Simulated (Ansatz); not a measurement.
`[OH][Hf]([OH])([F])[I]`, 7 atoms. Charge 0, multiplicity 1. Correlated methods include outer-core shells of Hf, I, which these sets cover unevenly. Hf, I: def2 effective core potential. All runs use 4 threads of a server CPU on a shared host. Correlated methods freeze the cores.

(1) Give the basis size and wall time and peak host memory of each of these runs in Ansatz. RKS SPW92/def2-TZVPP energy; RKS PBE0-D4/def2-QZVPP energy; RKS BHLYP-D4/def2-TZVPP energy; RKS ωB97M-V/def2-QZVPP energy; RHF-CCSD(T)/def2-TZVPP energy; RKS ωB97M-V/def2-SVP energy; RHF-CCSD(T)/def2-SVP energy; RHF-MP2/def2-QZVPP energy; RKS PBE0-D4/def2-TZVP relaxation (7 steps); direct RPA on PBE orbitals/def2-TZVPP energy; RKS PBE0-D4/def2-TZVP frequencies; RKS ωB97X-V/def2-TZVPP energy. (Best estimate.)

## Answers

(1) The calculation gave: Other jobs shared the machine, so times are rough.

```csv
level,job,functions,wall time,peak host memory (GiB)
RKS SPW92/def2-TZVPP,energy,227,1.2 s,0.32
RKS BHLYP-D4/def2-TZVPP,energy,227,3.4 s,0.65
RKS ωB97M-V/def2-SVP,energy,110,6 s,0.44
RKS PBE0-D4/def2-QZVPP,energy,394,7 s,1.3
RKS ωB97X-V/def2-TZVPP,energy,227,7 s,0.77
direct RPA on PBE orbitals/def2-TZVPP,energy,227,7.5 s,0.68
RHF-MP2/def2-QZVPP,energy,394,13 s,1.8
RHF-CCSD(T)/def2-SVP,energy,110,14 s,0.74
RKS ωB97M-V/def2-QZVPP,energy,394,19 s,1.6
RKS PBE0-D4/def2-TZVP,relaxation (7 steps),195,26 s,0.56
RKS PBE0-D4/def2-TZVP,frequencies,195,110 s,0.59
RHF-CCSD(T)/def2-TZVPP,energy,227,3.9 min,5.2
```
